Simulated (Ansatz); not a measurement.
A CCSD(T) single point on C3H9GeN, SMILES `C[CH](C)[Ge][NH2]`.

```yaml
crystal:
  periodic: [false, false, false]
  atoms:
    - {symbol: C, position_ang: [-1.146590, 0.053394, 0.955860]}
    - {symbol: C, position_ang: [0.278349, 0.491727, 0.648393]}
    - {symbol: C, position_ang: [1.228306, -0.694929, 0.547656]}
    - {symbol: Ge, position_ang: [0.391047, 1.655794, -1.004721]}
    - {symbol: N, position_ang: [-0.278854, 0.432747, -2.171922]}
    - {symbol: H, position_ang: [-1.194047, -0.512542, 1.894013]}
    - {symbol: H, position_ang: [-1.830134, 0.902116, 1.054218]}
    - {symbol: H, position_ang: [-1.548992, -0.594933, 0.171286]}
    - {symbol: H, position_ang: [0.623191, 1.140412, 1.462498]}
    - {symbol: H, position_ang: [0.935518, -1.377379, -0.256310]}
    - {symbol: H, position_ang: [2.259519, -0.386549, 0.348763]}
    - {symbol: H, position_ang: [1.237878, -1.276305, 1.477387]}
    - {symbol: H, position_ang: [-0.587023, -0.501405, -1.945930]}
    - {symbol: H, position_ang: [-0.380967, 0.638553, -3.152292]}
basis:
  gaussian: {orbitals: def2-SVP}
correlation: {method: ccsd_t}
```

```sh
$ ansatz run in.yaml --threads 8 --pin off --events-out ev --progress --plain --max-ram 18278MiB
```

The program prints (abridged):

```
Functional definition: HF
1362 factors; integrals over basis functions are off by at most 1.5e-3 eV
mean field evaluation 1: about -61173.9467 eV, gradient 4.0e1 eV
mean field evaluation 2: about -61174.0232 eV, gradient 4.0e1 eV
mean field evaluation 4: about -61178.3318 eV, gradient 4.3e0 eV
mean field evaluation 8: about -61178.4017 eV, gradient 4.5e-4 eV
mean field -61178.40169940 eV, -2248.2647942431 hartree, gradient 4.0e-6 eV, S^2 0.000000; 0 other end points of the search recorded, 0 dependent functions left out
13 core orbitals not correlated: weight in the atoms' cores, before any rotation towards them, 1.000 or more for the frozen orbitals, at most 0.000 for the correlated occupied ones
reference -61178.40169940 eV, -2248.2647942431 hartree; 20, 20 occupied and 100, 100 virtual orbitals, 1362 factors
second order -22.45564554 eV of doubles, -0.00000000 eV of singles
cycle   1  -23.05491789 eV  change   -6.0e-1 eV  update   1.1e-1
cycle   2  -23.71350618 eV  change   -6.6e-1 eV  update   3.5e-2
cycle   3  -23.85187117 eV  change   -1.4e-1 eV  update   2.0e-2
cycle   4  -23.84102453 eV  change    1.1e-2 eV  update   6.4e-3
cycle   5  -23.84180270 eV  change   -7.8e-4 eV  update   3.6e-3
cycle   6  -23.84087873 eV  change    9.2e-4 eV  update   1.2e-3
cycle   7  -23.84061056 eV  change    2.7e-4 eV  update   4.1e-4
cycle   8  -23.84065762 eV  change   -4.7e-5 eV  update   1.1e-4
cycle   9  -23.84065461 eV  change    3.0e-6 eV  update   3.6e-5
perturbative correction -0.75190893 eV, -0.0276321434 hartree
Total energy: -61202.99426294 eV, -2249.1685542835 hartree
```

Hardware: 8 threads of an Arm Neoverse V1 on a shared host. Wall time 11 s, peak host memory 0.98 GiB.

The correlation energy is -24.593 eV, 3.1 % of it from (T); the T1 diagnostic reads 0.0131.
